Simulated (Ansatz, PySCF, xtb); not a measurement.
Dissociation curve of SMILES BO (H3BO). The B1–O4 bond (B1 also carries H, H; O4 carries H) is varied alone, starting from the PBE0/def2-TZVP optimised geometry.

RKS-B3LYP/6-31G* = restricted B3LYP/6-31G*, spherical d run with PySCF; GFN1-xTB (xtb); RHF/LANL2DZ = PySCF with restricted Hartree-Fock/LANL2DZ; UCCSD(T) = CCSD(T) on UHF/cc-pVTZ, frozen core (Ansatz, a first-principles code).

Energies relative to the lowest point of each curve near equilibrium, in kJ/mol; the last columns give the difference from UCCSD(T):

```
R / Å  RKS-B3LYP/6-31G*  GFN1-xTB  RHF/LANL2DZ  UCCSD(T)  RKS-B3LYP/6-31G* − UCCSD(T)  GFN1-xTB − UCCSD(T)  RHF/LANL2DZ − UCCSD(T)
-----  ----------------  --------  -----------  --------  ---------------------------  -------------------  ----------------------
1.09              265.2     242.5        317.0     267.9                         -2.7                -25.4                    49.1
1.13              173.8     156.0        214.7     176.4                         -2.6                -20.4                    38.3
1.21               59.8      50.9         83.1      61.7                         -1.9                -10.7                    21.4
1.27               17.7      13.8         30.6      18.8                         -1.1                 -5.0                    11.8
1.33                1.2       0.5          5.5       1.4                         -0.2                 -0.9                     4.0
1.35                0.0       0.0          1.8       0.0                          0.0                  0.0                     1.8
1.39                2.7       3.6          0.0       2.3                          0.4                  1.4                    -2.3
1.43               11.0      12.3          4.4      10.2                          0.8                  2.1                    -5.8
1.46               20.1      21.3         11.0      19.1                          1.1                  2.3                    -8.1
1.57               68.2      67.8         52.2      66.6                          1.6                  1.2                   -14.4
1.68              128.9     126.1        109.3     127.1                          1.8                 -1.0                   -17.8
1.80              199.6     194.9        179.0     197.9                          1.8                 -3.0                   -18.8
2.05              340.3     336.4        324.5     338.6                          1.7                 -2.1                   -14.0
2.19              409.8     408.6        399.3     412.2                         -2.4                 -3.6                   -12.8
2.43              511.1     513.5        512.3     514.2                         -3.1                 -0.7                    -1.9
2.67              591.0     592.7        606.3     588.0                          3.0                  4.7                    18.3
2.95              662.0     656.3        695.7     630.4                         31.6                 25.8                    65.2
3.28              722.9     701.9        778.6     646.1                         76.8                 55.7                   132.5
3.66              771.9     729.8        851.4     651.1                        120.8                 78.7                   200.3
4.07              806.9     743.2        910.1     652.8                        154.0                 90.4                   257.3
4.73              837.5         —        974.5     653.6                        183.9                    —                   320.8
```

RKS-B3LYP/6-31G* is furthest from UCCSD(T) at 4.73 (183.9 kJ/mol, above); its mean absolute difference over the points is 28.3 kJ/mol.

GFN1-xTB is furthest from UCCSD(T) at 4.07 (90.4 kJ/mol, above); its mean absolute difference over the points is 16.7 kJ/mol.

RHF/LANL2DZ is furthest from UCCSD(T) at 4.73 (320.8 kJ/mol, above); its mean absolute difference over the points is 57.9 kJ/mol.

Dashes: no converged value, or the column stops at the first point that the program doubted or that broke a chosen test of continuity, which isn't proof of a fault.

The restricted form behind RKS-B3LYP/6-31G*, RHF/LANL2DZ keeps the bonding electrons paired and can't separate into open-shell fragments. The unrestricted determinant behind UCCSD(T) is spin-contaminated at 2.19 to 4.73 Å (<S²> up to 1.0, against 0.00 for a pure singlet).
